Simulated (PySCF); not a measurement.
**Au: excitation energy**

Au [Xe] 4f14 5d10 6s1 (2S) → Au [Xe] 4f14 5d9 6s2 (2D), as a difference of total energies. Computed with PySCF 2.14 in x2c-TZVPPall (11s7p7d3f1g, 97 functions), with the spin-free X2C one-electron Hamiltonian (Gaussian nucleus). Correlated levels: valence: [Xe] 4f14 frozen; valence and next inner shell: [Kr] 4d10 4f14 frozen. The calculations carry no spin-orbit coupling.

```csv
method,excitation energy (cm⁻¹)
UHF,13988
LDA,14336
PBE,13952
PBE0,14643
r2SCAN,13114
PBEsol,14363
r2SCAN0,13771
SCS-MP2 (valence),14735
MP2 (valence and next inner shell),14600
SCS-MP2 (valence and next inner shell),13560
```

**Question.** Estimate what BLYP gives.

**Answer.** 12844 cm⁻¹, closest to r2SCAN among the rows shown.

**Question.** Estimate what MP2 (valence) gives.

**Answer.** 15752 cm⁻¹, closest to SCS-MP2 (valence) among the rows shown.

Errors of the correlated levels include the incompleteness of this basis and the frozen core.

For comparison: 14071 cm⁻¹ (measured; NIST levels, between the centres of gravity of the two terms).
